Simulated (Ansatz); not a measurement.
Coupled-cluster diagnostics for GaH2Cl, Ansatz.

Geometry of the singlet (PBE-D4/def2-TZVP):

| atom | x (Å) | y (Å) | z (Å) |
| --- | --- | --- | --- |
| Ga1 | 0.121 | 0.123 | 0.125 |
| H2 | 1.634 | -0.276 | 0.171 |
| H3 | -0.645 | 1.281 | 0.848 |
| Cl4 | -1.110 | -1.128 | -1.144 |

Correlated methods freeze 14 core orbitals; core or outer-core shells of Ga are correlated, in sets that lack core-valence functions.

**Question.** Estimate the CCSD(T) correlation energy, the shares of MP2 and (T), T1 and the reference's ⟨S²⟩ for: charge 0, singlet, own geometry in def2-TZVPP; charge 1, doublet, vertical in def2-TZVPP; and the rough time on 4 threads of Arm Neoverse V1 on a shared host.

**Answer.** 
```csv
state,basis,correlation (eV),MP2 share (%),(T) share (%),T1,⟨S²⟩ (pure),wall time,remarks
"charge 0, singlet, own geometry",def2-TZVPP,-12.445,91.5,3.8,0.012,0.00 (0.00),1.9 s,–
"charge 1, doublet, vertical",def2-TZVPP,-11.654,88.4,4.0,0.045,0.76 (0.75),6 s,large T1
```
Customary marks for T1 are 0.02 (closed shells), 0.045 (open shells) and about 0.05 (3d metals). T1 exceeds 0.02 in 1 of 2 rows and 0.045 in 1; the higher it lies, the less the single-reference result can be trusted.
